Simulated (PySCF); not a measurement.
Species: C5H6NO2 (charge -1).
Geometry (GFN2-xTB, Å), atoms numbered from 1 in this order:
```xyz
14
C5H6NO2 angstrom
O      1.6414   -1.5713    0.8461
C      1.8177   -0.3733    0.6639
O      2.6957    0.3954    1.0396
C      0.6872    0.3560   -0.2976
C     -0.1094    1.2591    0.5335
N     -1.3402    0.9721    0.7050
C     -1.6401   -0.2267   -0.0566
C     -0.3624   -0.6129   -0.8386
H      1.2878    0.8664   -1.0523
H      0.3208    2.1139    1.0363
H     -2.4978   -0.0246   -0.7109
H     -1.9372   -1.0116    0.6462
H     -0.5050   -0.5048   -1.9176
H     -0.0591   -1.6382   -0.6192
```

A PySCF run (density fitting, gas phase, GFN2-xTB geometry) gave HOMO -1.81 eV, LUMO 4.00 eV and E = -398.682 Eh.

**Question.** Which of these levels was it?
A. PBE0/MINI
B. B3LYP/6-31++G**
C. PBE0/def2-SVPD
D. PBE0/pcSseg-1

**Answer.** C. It is PBE0/def2-SVPD. All candidates on this geometry:

| level and settings | kind | basis functions | SCF cycles | E (Eh) | HOMO (eV) | LUMO (eV) |
| --- | --- | --- | --- | --- | --- | --- |
| B3LYP/6-31++G**, energy threshold 1e-11 Eh, fitting basis def2-qzvpp-jkfit | global hybrid | 180 | 15 | -399.4132 | -1.55 | 2.62 |
| PBE0/MINI | global hybrid | 46 | 14 | -395.8937 | -0.91 | 3.69 |
| PBE0/pcSseg-1 | global hybrid | 166 | 15 | -398.9013 | -1.45 | 4.31 |
| PBE0/def2-SVPD, start guess huckel | global hybrid | 214 | 18 | -398.6824 | -1.81 | 4.00 |

The nearest other candidate, by the summed differences of HOMO and LUMO, is PBE0/pcSseg-1: its HOMO differs by +0.36 eV and its LUMO by +0.31 eV. Cycle counts include a coarse-grid stage where the run had one. All basis functions are spherical, in the Pople sets too.
